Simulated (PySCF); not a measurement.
These are CAM-B3LYP-D3(BJ)/def2-TZVP run with PySCF values and carry that method's errors. All species are isolated molecules in the gas phase. 

Reference species (SMILES): `[Cl][Ge]([Cl])([Cl])[Cl]` (neutral, multiplicity 1).

| Property | Value |
|---|---|
| HOMO | -11.04 eV |
| HOMO–LUMO gap | 9.84 eV |

Changed species: `[Cl][GeH2][Cl]` (2 of 4 Cl replaced by H; the reference has 0 of 4 Cl replaced by H).

Question: Predict the effect on the HOMO and HOMO–LUMO gap.

Answer: the HOMO increases by 0.66 eV, to -10.38 eV; the HOMO–LUMO gap increases by 0.87 eV, to 10.71 eV.
